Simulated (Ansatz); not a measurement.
Computed with Ansatz on PBE0-D4/def2-TZVP structures; ΔE is electronic, products minus reactants. CCSD(T)/CBS is the MP2 limit (def2-TZVPP, def2-QZVPP) plus CCSD(T) − MP2 in def2-TZVPP, frozen cores. This one scheme is used for every species. Functionals use def2-TZVPP. B3LYP here is the variant with VWN-RPA as its local correlation; programs differ in this. HSE06 is defined as in plane-wave codes. One conformer a species, not always the lowest.

Consider the cleavage of the Si–B bond: `FB[Si](F)(F)F` + CH₃OH → `CO[Si](F)(F)F` + `BF`.

```tsv
level	ΔE (kJ/mol)	difference from CCSD(T)/CBS
LDA (SPW92)	-132.9	19.0
PBE-D4	-125.5	26.4
revPBE-D4	-126.3	25.6
BLYP-D4	-138.7	13.2
r2SCAN-D4	-149.8	2.1
B97M-V	-149.9	2.0
PBE0-D4	-137.5	14.4
B3LYP-D4	-147.6	4.3
r2SCANh-D4	-152.1	-0.2
r2SCAN0-D4	-155.3	-3.4
HSE06-D4	-137.4	14.5
CAM-B3LYP-D4	-152.7	-0.8
ωB97X-V	-145.6	6.3
B2PLYP	-152.0	-0.1
PBE-QIDH	-151.1	0.8
revPBE	-120.3	31.6
BLYP	-134.7	17.2
r2SCAN	-149.3	2.6
PBE0	-135.9	16.0
B3LYP	-144.7	7.2
r2SCANh	-151.5	0.4
r2SCAN0	-154.7	-2.8
HSE06	-135.9	16.0
BHLYP	-159.0	-7.1
CAM-B3LYP	-151.1	0.8
RPA@PBE/def2-TZVPP	-149.4	2.5
HF/def2-SVP	-159.7	-7.8
MP2/def2-SVP	-153.9	-2.0
CCSD/def2-SVP	-147.8	4.1
CCSD(T)/def2-SVP	-146.0	5.9
HF/def2-TZVPP	-172.9	-21.0
MP2/def2-TZVPP	-159.6	-7.7
SCS-MP2/def2-TZVPP	-159.5	-7.6
CCSD/def2-TZVPP	-155.4	-3.5
CCSD(T)/def2-TZVPP	-153.0	-1.1
HF/def2-QZVPP	-174.7	-22.8
SCS-MP2/def2-QZVPP	-159.5	-7.6
HF/CBS(def2)	-175.0	-23.1
MP2/CBS(def2)	-158.5	-6.6
CCSD/CBS(def2)	-154.3	-2.4
CCSD(T)/CBS	-151.9	0
```

(1) What do rigid-rotor, harmonic-oscillator terms from PBE0-D4/def2-TZVP frequencies (298.15 K, 1 bar) make of the CCSD(T)/CBS value? (Estimate.)

Largest T1 diagnostic among the species: 0.013.

Answers

(1) The calculation gave: ΔZPE = -3.5 kJ/mol, ΔH = -155.6 kJ/mol, ΔS = -13 J/(mol·K), ΔG = -151.8 kJ/mol. Modes under 50 cm⁻¹ make the entropy rough.

From r2SCAN to r2SCAN0 (25 % exact exchange), in def2-TZVPP and without D4, ΔE moves by −5.4 kJ/mol. In def2-TZVPP, CCSD(T) changes the Hartree–Fock value by +20.0 kJ/mol (the triples alone add +2.5 kJ/mol) and MP2 by +13.3 kJ/mol.

CCSD(T)/CBS has its own doubt, a few kJ/mol and more with outer-core shells, so smaller differences from it don't rank the levels.
